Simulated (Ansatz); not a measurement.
Caution: the restricted solution is unstable towards spin-unrestricted or complex orbitals, so a lower solution exists and this singlet may not be the ground state.  The multiplicity is imposed and other spin states were not computed.

These are r2SCAN-D4/def2-SVP in Ansatz (a quantum-chemistry and plane-wave program) values and carry that method's errors. No frequencies were computed at this level.

Ansatz 0.2 input:
```yaml
crystal:
  periodic: [false, false, false]
  atoms:
    - { symbol: Mo, position_ang: [-0.053887, -0.237657, -0.007571] }
    - { symbol: O, position_ang: [1.23494, -0.443476, -1.135358] }
    - { symbol: H, position_ang: [1.940455, -0.582078, -1.786954] }
    - { symbol: O, position_ang: [-1.354356, -0.040993, 1.108089] }
    - { symbol: H, position_ang: [-1.999616, 0.166418, 1.804935] }
basis:
  gaussian: { orbitals: def2-svp }
hamiltonian:
  xc: r2scan
  dispersion: d4
relax:
  max_steps: 150
```

Output:

```
[...]
reference -5976.03244148 eV, -219.6151415242 hartree; 16, 16 occupied and 53, 53 virtual orbitals, 705 factors
relax step   1: F+E_penalty+E_count = -5976.04954746 eV  Δ(F+E_penalty+E_count) = +0.000e0 eV  max|allowed force component| = 3.575e0 eV/Å  Δτ_max = 0.0000 Å  (667 SCF iters, accepted)
these checks for a lower state are left out or cut short: starts, cluster_reference, orbital_swaps, neighbouring_geometries, increment
705 factors; their error is unknown
mean field evaluation 192: about -5976.4334 eV, gradient 5.8e-5 eV
mean field evaluation 224: about -5976.5192 eV, gradient 2.6e-2 eV
mean field -5976.43347516 eV, -219.6298792401 hartree, gradient 7.7e-10 eV, S^2 0.000000; 1 other end points of the search recorded, 0 dependent functions left out
reference -5976.43349242 eV, -219.6298798745 hartree; 16, 16 occupied and 53, 53 virtual orbitals, 705 factors
relax step   2: F+E_penalty+E_count = -5976.45004777 eV  Δ(F+E_penalty+E_count) = -4.005e-1 eV  max|allowed force component| = 5.766e-1 eV/Å  Δτ_max = 0.0819 Å  (321 SCF iters, accepted)
these checks for a lower state are left out or cut short: starts, cluster_reference, orbital_swaps, neighbouring_geometries, increment
705 factors; their error is unknown
mean field evaluation 256: about -5976.4439 eV, gradient 2.2e-4 eV
mean field -5976.44385699 eV, -219.6302607652 hartree, gradient 2.8e-9 eV, S^2 0.000000; 0 other end points of the search recorded, 0 dependent functions left out
reference -5976.44387425 eV, -219.6302613994 hartree; 16, 16 occupied and 53, 53 virtual orbitals, 705 factors
relax step   3: F+E_penalty+E_count = -5976.46035393 eV  Δ(F+E_penalty+E_count) = -1.031e-2 eV  max|allowed force component| = 1.181e-1 eV/Å  Δτ_max = 0.0155 Å  (137 SCF iters, accepted)
these checks for a lower state are left out or cut short: starts, cluster_reference, orbital_swaps, neighbouring_geometries, increment
705 factors; their error is unknown
mean field evaluation 288: about -5976.4456 eV, gradient 1.0e-3 eV
mean field -5976.44564264 eV, -219.6303263865 hartree, gradient 3.5e-9 eV, S^2 0.000000; 0 other end points of the search recorded, 0 dependent functions left out
reference -5976.44565990 eV, -219.6303270209 hartree; 16, 16 occupied and 53, 53 virtual orbitals, 705 factors
relax step   4: F+E_penalty+E_count = -5976.46212843 eV  Δ(F+E_penalty+E_count) = -1.775e-3 eV  max|allowed force component| = 8.069e-2 eV/Å  Δτ_max = 0.0123 Å  (151 SCF iters, accepted)
these checks for a lower state are left out or cut short: starts, cluster_reference, orbital_swaps, neighbouring_geometries, increment
705 factors; their error is unknown
mean field -5976.44754760 eV, -219.6303963928 hartree, gradient 1.0e-5 eV, S^2 0.000000; 0 other end points of the search recorded, 0 dependent functions left out
reference -5976.44756487 eV, -219.6303970273 hartree; 16, 16 occupied and 53, 53 virtual orbitals, 705 factors
relax step   5: F+E_penalty+E_count = -5976.46403100 eV  Δ(F+E_penalty+E_count) = -1.903e-3 eV  max|allowed force component| = 9.028e-2 eV/Å  Δτ_max = 0.0175 Å  (75 SCF iters, accepted)
these checks for a lower state are left out or cut short: starts, cluster_reference, orbital_swaps, neighbouring_geometries, increment
705 factors; their error is unknown
mean field evaluation 320: about -5976.5390 eV, gradient 3.5e-2 eV
mean field -5976.45123072 eV, -219.6305317449 hartree, gradient 3.0e-9 eV, S^2 0.000000; 0 other end points of the search recorded, 0 dependent functions left out
reference -5976.45124815 eV, -219.6305323853 hartree; 16, 16 occupied and 53, 53 virtual orbitals, 705 factors
relax step   6: F+E_penalty+E_count = -5976.46772515 eV  Δ(F+E_penalty+E_count) = -3.694e-3 eV  max|allowed force component| = 2.085e-1 eV/Å  Δτ_max = 0.0774 Å  (134 SCF iters, accepted)
these checks for a lower state are left out or cut short: starts, cluster_reference, orbital_swaps, neighbouring_geometries, increment
705 factors; their error is unknown
mean field evaluation 352: about -5976.4529 eV, gradient 1.5e-3 eV
mean field -5976.45296023 eV, -219.6305953030 hartree, gradient 1.2e-9 eV, S^2 0.000000; 0 other end points of the search recorded, 0 dependent functions left out
reference -5976.45297769 eV, -219.6305959449 hartree; 16, 16 occupied and 53, 53 virtual orbitals, 705 factors
relax step   7: F+E_penalty+E_count = -5976.46946460 eV  Δ(F+E_penalty+E_count) = -1.739e-3 eV  max|allowed force component| = 7.844e-2 eV/Å  Δτ_max = 0.0282 Å  (150 SCF iters, accepted)
these checks for a lower state are left out or cut short: starts, cluster_reference, orbital_swaps, neighbouring_geometries, increment
705 factors; their error is unknown
mean field evaluation 384: about -5976.4545 eV, gradient 2.1e-4 eV
mean field -5976.45456937 eV, -219.6306544380 hartree, gradient 1.6e-6 eV, S^2 0.000000; 0 other end points of the search recorded, 0 dependent functions left out
reference -5976.45458690 eV, -219.6306550823 hartree; 16, 16 occupied and 53, 53 virtual orbitals, 705 factors
relax step   8: F+E_penalty+E_count = -5976.47108244 eV  Δ(F+E_penalty+E_count) = -1.618e-3 eV  max|allowed force component| = 1.812e-1 eV/Å  Δτ_max = 0.0325 Å  (98 SCF iters, accepted)
these checks for a lower state are left out or cut short: starts, cluster_reference, orbital_swaps, neighbouring_geometries, increment
705 factors; their error is unknown
mean field -5976.45548122 eV, -219.6306879479 hartree, gradient 5.2e-6 eV, S^2 0.000000; 0 other end points of the search recorded, 0 dependent functions left out
reference -5976.45549878 eV, -219.6306885930 hartree; 16, 16 occupied and 53, 53 virtual orbitals, 705 factors
relax step   9: F+E_penalty+E_count = -5976.47199857 eV  Δ(F+E_penalty+E_count) = -9.161e-4 eV  max|allowed force component| = 1.365e-1 eV/Å  Δτ_max = 0.0082 Å  (72 SCF iters, accepted)
these checks for a lower state are left out or cut short: starts, cluster_reference, orbital_swaps, neighbouring_geometries, increment
705 factors; their error is unknown
mean field evaluation 416: about -5976.5469 eV, gradient 1.8e-2 eV
mean field -5976.45909380 eV, -219.6308207076 hartree, gradient 6.5e-7 eV, S^2 0.000000; 0 other end points of the search recorded, 0 dependent functions left out
reference -5976.45911141 eV, -219.6308213548 hartree; 16, 16 occupied and 53, 53 virtual orbitals, 705 factors
relax step  10: F+E_penalty+E_count = -5976.47562112 eV  Δ(F+E_penalty+E_count) = -3.623e-3 eV  max|allowed force component| = 1.121e-1 eV/Å  Δτ_max = 0.0361 Å  (125 SCF iters, accepted)
these checks for a lower state are left out or cut short: starts, cluster_reference, orbital_swaps, neighbouring_geometries, increment
705 factors; their error is unknown
mean field evaluation 448: about -5976.4427 eV, gradient 1.7e-4 eV
mean field -5976.44268256 eV, -219.6302176059 hartree, gradient 3.2e-10 eV, S^2 0.000000; 0 other end points of the search recorded, 0 dependent functions left out
reference -5976.44270000 eV, -219.6302182466 hartree; 16, 16 occupied and 53, 53 virtual orbitals, 705 factors
relax step  11: F+E_penalty+E_count = -5976.45923628 eV  Δ(F+E_penalty+E_count) = +1.638e-2 eV  max|allowed force component| = 1.063e0 eV/Å  Δτ_max = 0.1967 Å  (247 SCF iters, rejected (line search))
these checks for a lower state are left out or cut short: starts, cluster_reference, orbital_swaps, neighbouring_geometries, increment
705 factors; their error is unknown
mean field evaluation 480: about -5976.3537 eV, gradient 7.3e0 eV
mean field -5976.46512263 eV, -219.6310422630 hartree, gradient 9.5e-6 eV, S^2 0.000000; 0 other end points of the search recorded, 0 dependent functions left out
reference -5976.46514022 eV, -219.6310429094 hartree; 16, 16 occupied and 53, 53 virtual orbitals, 705 factors
relax step  12: F+E_penalty+E_count = -5976.48166945 eV  Δ(F+E_penalty+E_count) = -6.048e-3 eV  max|allowed force component| = 3.437e-1 eV/Å  Δτ_max = 0.0956 Å  (104 SCF iters, accepted)
these checks for a lower state are left out or cut short: starts, cluster_reference, orbital_swaps, neighbouring_geometries, increment
705 factors; their error is unknown
mean field evaluation 512: about -5976.5551 eV, gradient 4.1e-1 eV
mean field -5976.47535817 eV, -219.6314184122 hartree, gradient 1.0e-9 eV, S^2 0.000000; 0 other end points of the search recorded, 0 dependent functions left out
reference -5976.47537579 eV, -219.6314190599 hartree; 16, 16 occupied and 53, 53 virtual orbitals, 705 factors
relax step  13: F+E_penalty+E_count = -5976.49195459 eV  Δ(F+E_penalty+E_count) = -1.029e-2 eV  max|allowed force component| = 4.425e-2 eV/Å  Δτ_max = 0.0892 Å  (132 SCF iters, accepted)
these checks for a lower state are left out or cut short: starts, cluster_reference, orbital_swaps, neighbouring_geometries, increment
705 factors; their error is unknown
mean field evaluation 544: about -5976.4724 eV, gradient 7.3e-4 eV
mean field -5976.47235283 eV, -219.6313079681 hartree, gradient 6.2e-6 eV, S^2 0.000000; 0 other end points of the search recorded, 0 dependent functions left out
reference -5976.47237057 eV, -219.6313086201 hartree; 16, 16 occupied and 53, 53 virtual orbitals, 705 factors
relax step  14: F+E_penalty+E_count = -5976.48899016 eV  Δ(F+E_penalty+E_count) = +2.964e-3 eV  max|allowed force component| = 6.378e-1 eV/Å  Δτ_max = 0.1217 Å  (86 SCF iters, rejected (line search))
these checks for a lower state are left out or cut short: starts, cluster_reference, orbital_swaps, neighbouring_geometries, increment
705 factors; their error is unknown
mean field -5976.47903105 eV, -219.6315533883 hartree, gradient 3.4e-9 eV, S^2 0.000000; 0 other end points of the search recorded, 0 dependent functions left out
reference -5976.47904872 eV, -219.6315540374 hartree; 16, 16 occupied and 53, 53 virtual orbitals, 705 factors
relax step  15: F+E_penalty+E_count = -5976.49565448 eV  Δ(F+E_penalty+E_count) = -3.700e-3 eV  max|allowed force component| = 8.810e-2 eV/Å  Δτ_max = 0.0604 Å  (131 SCF iters, accepted)
these checks for a lower state are left out or cut short: starts, cluster_reference, orbital_swaps, neighbouring_geometries, increment
705 factors; their error is unknown
mean field evaluation 576: about -5976.4974 eV, gradient 6.4e-1 eV
mean field -5976.48098830 eV, -219.6316253159 hartree, gradient 1.3e-9 eV, S^2 0.000000; 0 other end points of the search recorded, 0 dependent functions left out
reference -5976.48100604 eV, -219.6316259676 hartree; 16, 16 occupied and 53, 53 virtual orbitals, 705 factors
relax step  16: F+E_penalty+E_count = -5976.49763358 eV  Δ(F+E_penalty+E_count) = -1.979e-3 eV  max|allowed force component| = 3.521e-2 eV/Å  Δτ_max = 0.0493 Å  (130 SCF iters, accepted)
these checks for a lower state are left out or cut short: starts, cluster_reference, orbital_swaps, neighbouring_geometries, increment
705 factors; their error is unknown
mean field evaluation 608: about -5976.4840 eV, gradient 1.0e-1 eV
mean field -5976.48139551 eV, -219.6316402803 hartree, gradient 1.7e-9 eV, S^2 0.000000; 0 other end points of the search recorded, 0 dependent functions left out
reference -5976.48141332 eV, -219.6316409351 hartree; 16, 16 occupied and 53, 53 virtual orbitals, 705 factors
relax step  17: F+E_penalty+E_count = -5976.49806755 eV  Δ(F+E_penalty+E_count) = -4.340e-4 eV  max|allowed force component| = 9.080e-2 eV/Å  Δτ_max = 0.0476 Å  (156 SCF iters, accepted)
these checks for a lower state are left out or cut short: starts, cluster_reference, orbital_swaps, neighbouring_geometries, increment
705 factors; their error is unknown
mean field evaluation 640: about -5976.4814 eV, gradient 1.5e-3 eV
mean field -5976.48143309 eV, -219.6316416614 hartree, gradient 8.1e-9 eV, S^2 0.000000; 0 other end points of the search recorded, 0 dependent functions left out
reference -5976.48145088 eV, -219.6316423152 hartree; 16, 16 occupied and 53, 53 virtual orbitals, 705 factors
relax step  18: F+E_penalty+E_count = -5976.49811105 eV  Δ(F+E_penalty+E_count) = -4.350e-5 eV  max|allowed force component| = 2.882e-2 eV/Å  Δτ_max = 0.0083 Å  (129 SCF iters, accepted)
these checks for a lower state are left out or cut short: starts, cluster_reference, orbital_swaps, neighbouring_geometries, increment
705 factors; their error is unknown
mean field evaluation 672: about -5976.4816 eV, gradient 8.2e-5 eV
mean field -5976.48160311 eV, -219.6316479095 hartree, gradient 8.3e-9 eV, S^2 0.000000; 0 other end points of the search recorded, 0 dependent functions left out
reference -5976.48162091 eV, -219.6316485638 hartree; 16, 16 occupied and 53, 53 virtual orbitals, 705 factors
relax step  19: F+E_penalty+E_count = -5976.49827549 eV  Δ(F+E_penalty+E_count) = -1.644e-4 eV  max|allowed force component| = 2.226e-3 eV/Å  Δτ_max = 0.0063 Å  (131 SCF iters, accepted)
705 factors; their error is unknown
mean field evaluation 704: about -5976.4756 eV, gradient 1.8e-3 eV
mean field evaluation 736: about -5976.5616 eV, gradient 2.9e-1 eV
mean field evaluation 768: about -5976.4857 eV, gradient 1.0e-1 eV
mean field -5976.48160311 eV, -219.6316479095 hartree, gradient 8.3e-9 eV, S^2 0.000000; 5 other end points of the search recorded, 0 dependent functions left out
reference -5976.48162091 eV, -219.6316485638 hartree; 16, 16 occupied and 53, 53 virtual orbitals, 705 factors
Total energy: -5976.49829329 eV, -219.6322612624 hartree
Atom 0 at    -0.347769    -0.615086    -0.261210 Å, force    -0.001929     0.002226     0.000698 eV/Å
Atom 1 at     1.172371    -0.583193    -1.265521 Å, force     0.001678    -0.002015     0.001683 eV/Å
Atom 2 at     2.055855    -0.247492    -1.460569 Å, force    -0.000850     0.000857    -0.001233 eV/Å
Atom 3 at    -1.454579    -0.113796     1.096966 Å, force     0.001091    -0.000499    -0.001288 eV/Å
Atom 4 at    -1.658341     0.421780     1.873475 Å, force     0.000010    -0.000571     0.000140 eV/Å
Dipole moment:     0.245300     0.314791     0.209664 e Å
```

Cost: roughly 7 core-minutes.
